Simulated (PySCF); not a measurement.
revPBE on Ne(2+) (neon, charge +2), [He] 2s2 2p3 3d1, high-spin 5D determinant (an excited configuration). Computed with PySCF 2.14 in aug-cc-pVDZ, with no relativity, point nucleus.

```
cycle= 1 E= -124.336125125041  delta_E= -0.00181  |g|= 0.00913  |ddm|= 0.155
cycle= 2 E= -124.336143451166  delta_E= -1.83e-05  |g|= 0.00287  |ddm|= 0.0213
cycle= 3 E= -124.336145585536  delta_E= -2.13e-06  |g|= 7.56e-05  |ddm|= 0.00498
cycle= 4 E= -124.336145586861  delta_E= -1.32e-09  |g|= 9.8e-07  |ddm|= 0.000135
cycle= 5 E= -124.336145586861  delta_E= -1.99e-13  |g|= 3.88e-08  |ddm|= 1.2e-06
converged SCF energy = -124.336145586861  <S^2> = 6.000705  2S+1 = 5.000282
```

Highest occupied orbital energy: 3.420 eV; ⟨L²⟩ = 6.00; populations by l: s 4.00, p 3.00, d 1.00.

Q: Can this result be used?

A: Not for this state. Self-consistency was reached. The outer electron is Rydberg-like, and this basis confines it to a smaller radius and binds it less than a complete one would. At revPBE the highest occupied level has a positive energy, so only the finite basis holds that electron; for this excited configuration the basis is too tight for the outer shell.
